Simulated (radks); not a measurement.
The numbers below are computed, except where a source is named.
Fractional charge and spin in the 4p shell of molybdenum: the spin-up occupation runs from 2 to 3 and the spin-down occupation from 2 to 3; the fullest corner is Mo2+, [Ar] 3d10 4s2 4d(up 2, down 2) 4p(up 3, down 3). Code: a radial shooting solver on a logarithmic mesh with Libxc functionals. Model: scalar-relativistic Kohn-Sham, BLYP, spin-polarised, spherical densities, finite nucleus; Fermi nuclear charge, rms radius of each element as measured or else 0.836 A^(1/3) + 0.57 fm. Energy (eV) above the fullest corner. The planes named below are the two flat planes that join the four corners, with an edge along up + down = one added electron.

| down \ up | 2 | 2.25 | 2.5 | 2.75 | 3 |
|---|---|---|---|---|---|
| 2 | 143.433 | 122.022 | 101.602 | 82.157 | 63.673 |
| 2.25 | 122.022 | 101.671 | 82.294 | 63.876 | 46.399 |
| 2.5 | 101.602 | 82.294 | 63.943 | 46.532 | 30.042 |
| 2.75 | 82.157 | 63.876 | 46.532 | 30.107 | 14.583 |
| 3 | 63.673 | 46.399 | 30.042 | 14.583 | 0.000 |

Corners above the fullest one (they belong to Mo3+ and the next ion): (up 3, down 2) 63.673 eV, (up 2, down 3) 63.673 eV, (up 2, down 2) 143.43 eV. With half an added electron in each spin the energy lies 0.270 eV from the planes, and with half an added electron in spin up alone -1.951 eV. The planes are only a guide here: the flat-plane condition holds for ground states with one frontier orbital, while this shell lies below other occupied shells, so the corners above the fullest one are inner-hole states and not the ground states of those ions.
